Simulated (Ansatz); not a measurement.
Ansatz (an electronic-structure program) input (B3LYP/6-31G* with LANL2DZ past Ar): The .json file joins the Basis Set Exchange's 6-31G* for atoms up to Ar and LANL2DZ past it.

Ansatz 0.2 input:
```yaml
crystal:
  periodic: [false, false, false]
  atoms:
    - {symbol: W, position_ang: [-0.06392434, -0.10995229, -0.08652031]}
    - {symbol: O, position_ang: [1.63317091, 0.01788959, -0.38614974]}
    - {symbol: O, position_ang: [-0.27318225, -0.43492179, 1.59777763]}
    - {symbol: O, position_ang: [-0.76868855, 1.43409090, -0.41131505]}
basis:
  gaussian:
    orbitals: 6-31Gs+LANL2DZ.json
hamiltonian:
  xc: {name: B3LYP}
relax: {f_tol: 0.003, max_steps: 120}
```

Output:

```
Functional definition: B3LYP
integrals: 0.02 GiB planned
702 factors; integrals over basis functions are off by at most 2.9e-4 eV
mean field: 0.21 GiB planned
mean field evaluation 1: about -7962.4822 eV, gradient 1.1e2 eV
mean field evaluation 2: about -7705.2769 eV, gradient 3.2e2 eV
mean field evaluation 4: about -7987.1585 eV, gradient 1.0e1 eV
mean field evaluation 8: about -7987.4371 eV, gradient 2.5e-1 eV
mean field evaluation 16: about -7987.4651 eV, gradient 1.7e-5 eV
mean field -7987.46509461 eV, -293.5339281287 hartree, gradient 1.6e-5 eV, S^2 0.000000; 0 other end points of the search recorded, 0 dependent functions left out
the calculation of the forces begins
reference -7987.46538630 eV, -293.5339388481 hartree; 19, 19 occupied and 48, 48 virtual orbitals, 702 factors
relax step   1: F+E_penalty+E_count = -7987.46509461 eV  Δ(F+E_penalty+E_count) = +0.000e0 eV  max|allowed force component| = 1.281e-1 eV/Å  Δτ_max = 0.0000 Å  (31 SCF iters, accepted)
these checks for a lower state are left out or cut short: starts, cluster_reference, orbital_swaps, neighbouring_geometries, increment
integrals: 0.02 GiB planned
702 factors; integrals over basis functions are off by at most 2.9e-4 eV
mean field: 0.21 GiB planned
mean field -7987.46559043 eV, -293.5339463497 hartree, gradient 1.4e-5 eV, S^2 0.000000; 0 other end points of the search recorded, 0 dependent functions left out
the calculation of the forces begins
reference -7987.46588192 eV, -293.5339570618 hartree; 19, 19 occupied and 48, 48 virtual orbitals, 702 factors
relax step   2: F+E_penalty+E_count = -7987.46559043 eV  Δ(F+E_penalty+E_count) = -4.958e-4 eV  max|allowed force component| = 3.093e-3 eV/Å  Δτ_max = 0.0036 Å  (28 SCF iters, accepted)
these checks for a lower state are left out or cut short: starts, cluster_reference, orbital_swaps, neighbouring_geometries, increment
integrals: 0.02 GiB planned
702 factors; integrals over basis functions are off by at most 2.9e-4 eV
mean field: 0.21 GiB planned
mean field -7987.46559240 eV, -293.5339464221 hartree, gradient 6.7e-5 eV, S^2 0.000000; 0 other end points of the search recorded, 0 dependent functions left out
the calculation of the forces begins
reference -7987.46588392 eV, -293.5339571353 hartree; 19, 19 occupied and 48, 48 virtual orbitals, 702 factors
relax step   3: F+E_penalty+E_count = -7987.46559240 eV  Δ(F+E_penalty+E_count) = -1.968e-6 eV  max|allowed force component| = 2.522e-3 eV/Å  Δτ_max = 0.0005 Å  (23 SCF iters, accepted)
integrals: 0.02 GiB planned
702 factors; integrals over basis functions are off by at most 2.9e-4 eV
mean field: 0.21 GiB planned
mean field evaluation 32: about -7987.4656 eV, gradient 6.7e-5 eV
mean field -7987.46559240 eV, -293.5339464221 hartree, gradient 6.7e-5 eV, S^2 0.000000; 1 other end points of the search recorded, 0 dependent functions left out
the calculation of the forces begins
reference -7987.46588392 eV, -293.5339571353 hartree; 19, 19 occupied and 48, 48 virtual orbitals, 702 factors
Total energy: -7987.46588392 eV, -293.5339571353 hartree
Atom 0 at    -0.064573    -0.111063    -0.087397 Å, force    -0.001482    -0.002522    -0.001999 eV/Å
Atom 1 at     1.630488     0.018909    -0.384540 Å, force     0.001338     0.000657     0.000280 eV/Å
Atom 2 at    -0.272017    -0.432988     1.595384 Å, force     0.000214     0.000390     0.001450 eV/Å
Atom 3 at    -0.766522     1.432249    -0.409654 Å, force    -0.000070     0.001476     0.000269 eV/Å
Dipole moment:    -0.475225    -0.817385    -0.643203 e Å
```

The geometry given is a B3LYP-D3(BJ)/def2-TZVP minimum.
